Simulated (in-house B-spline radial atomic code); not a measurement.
Successive ionisation energies of germanium; each step leads to the configuration of the next row (after the last: [He] 2s2 2p3). NIST's values go from ground level to ground level; the uncertainty of those that are theory runs from under 0.1 % in few-electron ions to several per cent in heavy many-electron ones. Computed with a radial B-spline atomic code at the basis-set limit: non-relativistic Hartree-Fock, average of the configuration, point nuclei.

This level leaves out relativity, spin-orbit splitting included, which matters for heavy ions.

```csv
ion,configuration,ionisation energy (eV),tabulated value (eV),tabulated kind,computed minus tabulated (eV),highest orbital,largest mean radius (bohr)
Ge19+,[Ne] 3s2 3p1,740.1,744,semi-empirical,-3.9,3p,0.53221
Ge20+,[Ne] 3s2,823.0,837.1,semi-empirical,-14.1,3s,0.52686
Ge21+,[Ne] 3s1,869.4,880.44,semi-empirical,-11.0,3s,0.52095
Ge22+,[He] 2s2 2p6,?,?,measured,?,?,?
Ge23+,[He] 2s2 2p5,?,?,semi-empirical,?,?,?
Ge24+,[He] 2s2 2p4,2435.2,2439,semi-empirical,-3.8,2p,0.20486
```

Fill in the row of Ge22+.

ionisation energy (eV): 2177.5; tabulated value (eV): 2178.2; computed minus tabulated (eV): -0.7; highest orbital: 2p; largest mean radius (bohr): 0.20905.

Fill in the row of Ge23+.

ionisation energy (eV): 2304.9; tabulated value (eV): 2304; computed minus tabulated (eV): 0.9; highest orbital: 2p; largest mean radius (bohr): 0.20694.

Where is the largest jump?

From Ge21+ to Ge22+, by a factor of 2.50 (869.45 to 2177.5 eV); the highest orbital goes from 3s to 2p.

How far is this level of theory from the measured and semi-empirical values?

Over those 6 rows the differences run from -14.1 to +0.931 eV (mean absolute value 5.7 eV). The calculation leaves out relativity, correlation and, in open shells, the multiplet splittings that an average leaves out.
